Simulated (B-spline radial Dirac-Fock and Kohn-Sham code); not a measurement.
# Photoabsorption cross section of Pt⁴⁺ by shell

System: platinum as Pt⁴⁺, configuration [Xe] 4f14 5d4 6s2 (an excited configuration).

Input of the calculation (task.json; shells as n, l, electrons):

```json
{"items": [{
  "Z": 78,
  "q": 4,
  "cfg": [[1, 0, 2], [2, 0, 2], [2, 1, 6], [3, 0, 2], [3, 1, 6], [3, 2, 10], [4, 0, 2], [4, 1, 6], [4, 2, 10], [4, 3, 14], [5, 0, 2], [5, 1, 6], [5, 2, 4], [6, 0, 2]],
  "A": 195,
  "rrms": 5.427,
  "do": ["binding", "quiet", "photo", "scan"],
  "hv": [71.5, 78.7, 150, 400, 600, 683.0, 1000, 1253.6, 2000, 20000.0, 30000, 35300.0, 44300.0, 49700.0, 100000, 130000.0]
}]}
```

Command: `python xray_run.py task.json out`

Model: independent-particle photoionisation in a Dirac-Hartree-Slater potential with a Latter tail, all multipoles, thresholds from Dirac-Fock ΔSCF. Program: a radial B-spline solver.

Computed thresholds (eV): K 78464.1, L1 13962.0, L2 13347.7, L3 11638.4, M1 3378.4, M2 3105.5, M3 2725.4, M4 2277.0, M5 2196.6, N1 805.1, N2 688.8, N3 597.9, N4 407.5, N5 390.7, N6 145.8, N7 142.5, O1 177.0, O2 135.9, O3 119.9, O4 66.46, O5 64.62, P1 48.98.

```tsv
photon energy (eV)	total (b)	K (%)	L (%)	M (%)	N (%)	O (%)	P (%)
71.5	3.503e+06	–	–	–	–	98.3	1.7
78.7	2.376e+06	–	–	–	–	97.6	2.4
150	1.997e+06	–	–	–	69.3	29.0	1.7
400	4.826e+06	–	–	–	95.3	4.5	0.2
600	3.255e+06	–	–	–	95.4	4.4	0.2
683	2.669e+06	–	–	–	95.2	4.6	0.2
1000	1.440e+06	–	–	–	94.6	5.2	0.2
1253.6	930300	–	–	–	94.1	5.8	0.2
2000	348800	–	–	–	92.6	7.1	0.2
20000	23820	–	76.2	18.6	4.4	0.7	0.0
30000	8119	–	76.6	18.2	4.4	0.8	0.1
35300	5236	–	76.7	18.1	4.4	0.8	0.1
44300	2823	–	76.8	18.0	4.4	0.8	0.1
49700	2060	–	76.8	17.9	4.4	0.8	0.1
100000	1513	80.3	15.1	3.5	0.9	0.2	0.0
130000	756.1	81.0	14.6	3.4	0.8	0.2	0.0
```

Problem. With what power of the photon energy does the total fall between 100000 and 130000 eV?

Solution. As E^-2.64. The non-relativistic Born limit for an s electron far above threshold is E^-3.5; near threshold and at relativistic energies the fall is slower.
